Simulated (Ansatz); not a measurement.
Geometry optimisation of Zn₇Te₆⁺.

```yaml
crystal:
  periodic: [false, false, false]
  atoms:
    - {symbol: Zn, position_ang: [3.695500, -0.401310, 2.088840]}
    - {symbol: Zn, position_ang: [-0.939020, 1.881910, 0.758420]}
    - {symbol: Zn, position_ang: [-1.109180, -1.365130, 2.633370]}
    - {symbol: Zn, position_ang: [-0.605770, -1.505200, -0.598970]}
    - {symbol: Zn, position_ang: [1.130440, -2.043880, -2.404660]}
    - {symbol: Zn, position_ang: [1.190200, 1.960740, -2.187920]}
    - {symbol: Zn, position_ang: [0.474720, 0.105820, -3.802360]}
    - {symbol: Te, position_ang: [-1.383360, -3.238070, 1.058870]}
    - {symbol: Te, position_ang: [-2.106400, 0.079800, -2.357340]}
    - {symbol: Te, position_ang: [1.381680, 0.509690, 0.213260]}
    - {symbol: Te, position_ang: [-1.734200, 2.622620, -1.597990]}
    - {symbol: Te, position_ang: [-1.295980, 1.225320, 3.226340]}
    - {symbol: Te, position_ang: [1.301360, 0.167690, 2.970150]}
basis:
  gaussian: {orbitals: def2-SVP}
total_charge: 1
magnetization: {spin_polarized: true, initial_magnetization: 1}
hamiltonian: {xc: pbe, dispersion: d4}
scf: {lower_state_search: "off"}
output: {orbitals: {seedname: orbitals}}
relax: {f_tol: 0.03, max_steps: 70}
```

```sh
$ ansatz run in.yaml --threads 2 --pin off --events-out ev --progress --plain --max-ram 32768MiB --backend cuda --devices 0, --max-vram 18GiB
```

Shortened log:

```
Functional definition: PBE
mean field -382600.10288852 eV, -14060.2944454889 hartree, gradient 4.3e-6 eV, S^2 0.753332; 0 other end points of the search recorded, 0 dependent functions left out
relax step   1: F+E_penalty+E_count = -382601.65192876 eV  Δ(F+E_penalty+E_count) = +0.000e0 eV  max|allowed force component| = 1.593e0 eV/Å  Δτ_max = 0.0000 Å  (28 SCF iters, accepted)
mean field -382600.72711930 eV, -14060.3173855470 hartree, gradient 6.8e-6 eV, S^2 0.754863; 0 other end points of the search recorded, 0 dependent functions left out
relax step   2: F+E_penalty+E_count = -382602.26617728 eV  Δ(F+E_penalty+E_count) = -6.142e-1 eV  max|allowed force component| = 5.711e-1 eV/Å  Δτ_max = 0.1949 Å  (30 SCF iters, accepted)
mean field -382601.02020155 eV, -14060.3281561212 hartree, gradient 1.9e-6 eV, S^2 0.754718; 0 other end points of the search recorded, 0 dependent functions left out
relax step   3: F+E_penalty+E_count = -382602.58943364 eV  Δ(F+E_penalty+E_count) = -3.233e-1 eV  max|allowed force component| = 3.118e-1 eV/Å  Δτ_max = 0.1948 Å  (32 SCF iters, accepted)
mean field -382601.15944426 eV, -14060.3332731961 hartree, gradient 2.1e-6 eV, S^2 0.754433; 0 other end points of the search recorded, 0 dependent functions left out
relax step   4: F+E_penalty+E_count = -382602.75188767 eV  Δ(F+E_penalty+E_count) = -1.625e-1 eV  max|allowed force component| = 2.516e-1 eV/Å  Δτ_max = 0.1944 Å  (32 SCF iters, accepted)
mean field -382601.23129856 eV, -14060.3359137931 hartree, gradient 2.0e-6 eV, S^2 0.754317; 0 other end points of the search recorded, 0 dependent functions left out
relax step   5: F+E_penalty+E_count = -382602.83083006 eV  Δ(F+E_penalty+E_count) = -7.894e-2 eV  max|allowed force component| = 2.168e-1 eV/Å  Δτ_max = 0.2000 Å  (30 SCF iters, accepted)
mean field -382601.27728377 eV, -14060.3376037182 hartree, gradient 2.2e-6 eV, S^2 0.753894; 0 other end points of the search recorded, 0 dependent functions left out
relax step   6: F+E_penalty+E_count = -382602.90397470 eV  Δ(F+E_penalty+E_count) = -7.314e-2 eV  max|allowed force component| = 2.179e-1 eV/Å  Δτ_max = 0.1952 Å  (30 SCF iters, accepted)
mean field -382601.30136912 eV, -14060.3384888388 hartree, gradient 2.6e-6 eV, S^2 0.753555; 0 other end points of the search recorded, 0 dependent functions left out
relax step   7: F+E_penalty+E_count = -382602.95459783 eV  Δ(F+E_penalty+E_count) = -5.062e-2 eV  max|allowed force component| = 1.008e-1 eV/Å  Δτ_max = 0.1923 Å  (31 SCF iters, accepted)
mean field -382601.35010602 eV, -14060.3402798867 hartree, gradient 6.5e-6 eV, S^2 0.753178; 0 other end points of the search recorded, 0 dependent functions left out
relax step   8: F+E_penalty+E_count = -382603.01927423 eV  Δ(F+E_penalty+E_count) = -6.468e-2 eV  max|allowed force component| = 2.954e-1 eV/Å  Δτ_max = 0.1985 Å  (31 SCF iters, accepted)
mean field -382601.46615069 eV, -14060.3445444498 hartree, gradient 2.2e-6 eV, S^2 0.752887; 0 other end points of the search recorded, 0 dependent functions left out
relax step   9: F+E_penalty+E_count = -382603.13932624 eV  Δ(F+E_penalty+E_count) = -1.201e-1 eV  max|allowed force component| = 2.477e-1 eV/Å  Δτ_max = 0.1948 Å  (30 SCF iters, accepted)
mean field -382601.57123834 eV, -14060.3484063496 hartree, gradient 2.8e-6 eV, S^2 0.752679; 0 other end points of the search recorded, 0 dependent functions left out
relax step  10: F+E_penalty+E_count = -382603.24981418 eV  Δ(F+E_penalty+E_count) = -1.105e-1 eV  max|allowed force component| = 3.592e-1 eV/Å  Δτ_max = 0.1950 Å  (30 SCF iters, accepted)
mean field -382601.69656524 eV, -14060.3530120281 hartree, gradient 1.6e-6 eV, S^2 0.752564; 0 other end points of the search recorded, 0 dependent functions left out
relax step  11: F+E_penalty+E_count = -382603.38215053 eV  Δ(F+E_penalty+E_count) = -1.323e-1 eV  max|allowed force component| = 3.460e-1 eV/Å  Δτ_max = 0.1950 Å  (31 SCF iters, accepted)
mean field -382601.82297663 eV, -14060.3576575611 hartree, gradient 1.8e-6 eV, S^2 0.752688; 0 other end points of the search recorded, 0 dependent functions left out
relax step  12: F+E_penalty+E_count = -382603.51316182 eV  Δ(F+E_penalty+E_count) = -1.310e-1 eV  max|allowed force component| = 2.475e-1 eV/Å  Δτ_max = 0.1948 Å  (32 SCF iters, accepted)
mean field -382601.91871287 eV, -14060.3611758032 hartree, gradient 2.9e-6 eV, S^2 0.752820; 0 other end points of the search recorded, 0 dependent functions left out
relax step  13: F+E_penalty+E_count = -382603.61471544 eV  Δ(F+E_penalty+E_count) = -1.016e-1 eV  max|allowed force component| = 1.822e-1 eV/Å  Δτ_max = 0.1933 Å  (29 SCF iters, accepted)
mean field -382601.99467715 eV, -14060.3639674390 hartree, gradient 2.2e-6 eV, S^2 0.753145; 0 other end points of the search recorded, 0 dependent functions left out
relax step  14: F+E_penalty+E_count = -382603.69163065 eV  Δ(F+E_penalty+E_count) = -7.692e-2 eV  max|allowed force component| = 1.519e-1 eV/Å  Δτ_max = 0.1950 Å  (32 SCF iters, accepted)
mean field -382602.04928919 eV, -14060.3659743943 hartree, gradient 2.2e-6 eV, S^2 0.752589; 0 other end points of the search recorded, 0 dependent functions left out
relax step  15: F+E_penalty+E_count = -382603.74627481 eV  Δ(F+E_penalty+E_count) = -5.464e-2 eV  max|allowed force component| = 2.425e-1 eV/Å  Δτ_max = 0.1930 Å  (29 SCF iters, accepted)
mean field -382602.10230623 eV, -14060.3679227347 hartree, gradient 3.8e-6 eV, S^2 0.752502; 0 other end points of the search recorded, 0 dependent functions left out
relax step  16: F+E_penalty+E_count = -382603.79772812 eV  Δ(F+E_penalty+E_count) = -5.145e-2 eV  max|allowed force component| = 1.409e-1 eV/Å  Δτ_max = 0.1973 Å  (25 SCF iters, accepted)
mean field -382602.13650375 eV, -14060.3691794704 hartree, gradient 3.4e-6 eV, S^2 0.752448; 0 other end points of the search recorded, 0 dependent functions left out
relax step  17: F+E_penalty+E_count = -382603.83257800 eV  Δ(F+E_penalty+E_count) = -3.485e-2 eV  max|allowed force component| = 1.398e-1 eV/Å  Δτ_max = 0.1957 Å  (23 SCF iters, accepted)
mean field -382602.17132159 eV, -14060.3704590023 hartree, gradient 4.2e-6 eV, S^2 0.752401; 0 other end points of the search recorded, 0 dependent functions left out
relax step  18: F+E_penalty+E_count = -382603.86850502 eV  Δ(F+E_penalty+E_count) = -3.593e-2 eV  max|allowed force component| = 1.807e-1 eV/Å  Δτ_max = 0.1933 Å  (24 SCF iters, accepted)
mean field -382602.21372506 eV, -14060.3720173010 hartree, gradient 4.9e-6 eV, S^2 0.752403; 0 other end points of the search recorded, 0 dependent functions left out
relax step  19: F+E_penalty+E_count = -382603.90952311 eV  Δ(F+E_penalty+E_count) = -4.102e-2 eV  max|allowed force component| = 1.279e-1 eV/Å  Δτ_max = 0.1949 Å  (24 SCF iters, accepted)
mean field -382602.26458628 eV, -14060.3738864163 hartree, gradient 6.7e-6 eV, S^2 0.752413; 0 other end points of the search recorded, 0 dependent functions left out
relax step  20: F+E_penalty+E_count = -382603.95488389 eV  Δ(F+E_penalty+E_count) = -4.536e-2 eV  max|allowed force component| = 1.128e-1 eV/Å  Δτ_max = 0.1956 Å  (24 SCF iters, accepted)
mean field -382602.32993085 eV, -14060.3762877849 hartree, gradient 2.0e-6 eV, S^2 0.752385; 0 other end points of the search recorded, 0 dependent functions left out
relax step  21: F+E_penalty+E_count = -382604.01155113 eV  Δ(F+E_penalty+E_count) = -5.667e-2 eV  max|allowed force component| = 1.320e-1 eV/Å  Δτ_max = 0.1986 Å  (29 SCF iters, accepted)
mean field -382602.36831413 eV, -14060.3776983447 hartree, gradient 2.6e-6 eV, S^2 0.752339; 0 other end points of the search recorded, 0 dependent functions left out
relax step  22: F+E_penalty+E_count = -382604.04305011 eV  Δ(F+E_penalty+E_count) = -3.150e-2 eV  max|allowed force component| = 1.178e-1 eV/Å  Δτ_max = 0.1957 Å  (29 SCF iters, accepted)
mean field -382602.37507958 eV, -14060.3779469702 hartree, gradient 4.1e-6 eV, S^2 0.752223; 0 other end points of the search recorded, 0 dependent functions left out
relax step  23: F+E_penalty+E_count = -382604.04775673 eV  Δ(F+E_penalty+E_count) = -4.707e-3 eV  max|allowed force component| = 1.412e-1 eV/Å  Δτ_max = 0.1155 Å  (25 SCF iters, accepted)
mean field -382602.38231201 eV, -14060.3782127571 hartree, gradient 2.2e-6 eV, S^2 0.752229; 0 other end points of the search recorded, 0 dependent functions left out
relax step  24: F+E_penalty+E_count = -382604.05905889 eV  Δ(F+E_penalty+E_count) = -1.130e-2 eV  max|allowed force component| = 7.940e-2 eV/Å  Δτ_max = 0.0752 Å  (24 SCF iters, accepted)
mean field -382602.37336490 eV, -14060.3778839570 hartree, gradient 5.1e-6 eV, S^2 0.752155; 0 other end points of the search recorded, 0 dependent functions left out
relax step  25: F+E_penalty+E_count = -382604.05106371 eV  Δ(F+E_penalty+E_count) = +7.995e-3 eV  max|allowed force component| = 1.180e-1 eV/Å  Δτ_max = 0.2000 Å  (26 SCF iters, rejected (line search))
mean field -382602.39127314 eV, -14060.3785420725 hartree, gradient 2.0e-6 eV, S^2 0.752196; 0 other end points of the search recorded, 0 dependent functions left out
relax step  26: F+E_penalty+E_count = -382604.06480623 eV  Δ(F+E_penalty+E_count) = -5.747e-3 eV  max|allowed force component| = 2.870e-2 eV/Å  Δτ_max = 0.0996 Å  (24 SCF iters, accepted)
mean field -382602.39202010 eV, -14060.3785695230 hartree, gradient 2.1e-6 eV, S^2 0.752155; 0 other end points of the search recorded, 0 dependent functions left out
relax step  27: F+E_penalty+E_count = -382604.06617555 eV  Δ(F+E_penalty+E_count) = -1.369e-3 eV  max|allowed force component| = 2.113e-2 eV/Å  Δτ_max = 0.0718 Å  (24 SCF iters, accepted)
mean field -382602.39370150 eV, -14060.3786313134 hartree, gradient 2.3e-6 eV, S^2 0.752124; 0 other end points of the search recorded, 0 dependent functions left out
relax step  28: F+E_penalty+E_count = -382604.06689180 eV  Δ(F+E_penalty+E_count) = -7.162e-4 eV  max|allowed force component| = 1.961e-2 eV/Å  Δτ_max = 0.0423 Å  (24 SCF iters, accepted)
mean field -382602.39811711 eV, -14060.3787935841 hartree, gradient 2.7e-6 eV, S^2 0.752064; 0 other end points of the search recorded, 0 dependent functions left out
relax step  29: F+E_penalty+E_count = -382604.06831510 eV  Δ(F+E_penalty+E_count) = -1.423e-3 eV  max|allowed force component| = 2.707e-2 eV/Å  Δτ_max = 0.0895 Å  (24 SCF iters, accepted)
Total energy: -382604.06838294 eV, -14060.4401747208 hartree
Atom 0 at     3.519600    -1.140537     4.056412 Å, force    -0.017822     0.014031    -0.003539 eV/Å
Atom 1 at    -0.334610     1.917465     0.299929 Å, force     0.007373     0.002100    -0.003264 eV/Å
Atom 2 at     0.988040    -0.977584     1.021990 Å, force     0.024167     0.016158     0.008394 eV/Å
Atom 3 at    -1.711990    -0.696290     0.299707 Å, force    -0.007458    -0.003886    -0.006562 eV/Å
Atom 4 at     0.204421    -2.447022    -1.940082 Å, force    -0.002158    -0.000624    -0.002479 eV/Å
Atom 5 at     0.270036     1.827755    -2.537597 Å, force     0.027069    -0.015909     0.024621 eV/Å
Atom 6 at     0.382727    -0.496486    -3.253166 Å, force    -0.002545     0.006618    -0.012539 eV/Å
Atom 7 at    -0.539424    -3.058991     0.455445 Å, force    -0.000413    -0.000699     0.002472 eV/Å
Atom 8 at    -2.378483     0.289775    -2.047787 Å, force    -0.016957     0.009124     0.007742 eV/Å
Atom 9 at     1.949120     0.947861    -0.564244 Å, force    -0.022373    -0.002544    -0.005583 eV/Å
Atom 10 at    -1.877272     3.046862    -1.597299 Å, force     0.000311    -0.008370    -0.000983 eV/Å
Atom 11 at    -1.542147     0.927740     2.359097 Å, force    -0.002709    -0.000768    -0.004271 eV/Å
Atom 12 at     1.069972    -0.140549     3.447604 Å, force     0.013515    -0.015231    -0.004010 eV/Å
Dipole moment:     0.753778    -0.341886    -0.391814 e Å
Checks for a lower state left out: stability, starts, cluster_reference, orbital_swaps, neighbouring_geometries, increment
```

It took 3.6 min on 2 threads of AMD EPYC 7R13 on a shared host and a share (18 GiB) of an NVIDIA H100 80GB HBM3, peak host memory 1.1 GiB.

In the def2 sets Te takes a core potential; there is no spin–orbit coupling. The relaxation made no stability test and no search for a lower SCF solution. Another isomer (doublet) lies 2.64 eV lower at PBE0-D4/def2-TZVP; other spin states weren't run for this one.
